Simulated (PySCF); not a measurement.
## Silver: a sound run and one with changed settings

Sound run: Ag+ [Kr] 4d10, Ag(2+) [Kr] 4d9. All numbers are calculated (PySCF 2.14, scalar relativity by spin-free X2C-1e, in x2c-TZVPall (8s6p6d1f, 63 functions)). In the sound run the correlated levels freeze [Kr]. The sound run starts from symmetry-adapted Hartree-Fock orbitals and uses a fine grid where one is needed.

Changed run: initial guess 1e, at most 50 SCF cycles.

| species | method | sound run (hartree) | changed run (hartree) | converged |
| --- | --- | --- | --- | --- |
| Ag+ | UHF | -5312.57852 | -5312.57852 | yes |
| Ag+ | M06-2X | -5315.55110 | -5315.55110 | yes |
| Ag+ | LDA | -5309.58831 | -5309.58831 | yes |
| Ag+ | MP2 | -5312.85055 | -5312.85055 | yes |
| Ag(2+) | UHF | -5311.85218 | -5311.85213 | yes |
| Ag(2+) | M06-2X | -5314.75463 | -5314.75432 | yes |
| Ag(2+) | LDA | -5308.76675 | -5308.76385 | no |
| Ag(2+) | MP2 | -5312.06719 | -5312.06719 | yes |

Ionisation energy of Ag+:

```
 method  sound run (eV)  changed run (eV)
    UHF          19.765            19.766
 M06-2X          21.673            21.681
    MP2          21.316            21.316
SCS-MP2          21.145            21.145
```

A plain start with occupations fixed only by D2h representation lets s and d (or p and f) orbitals of one representation trade places, so the SCF can reach the same state, another state or none.

For comparison, NIST gives 21.484 eV between the lowest levels.
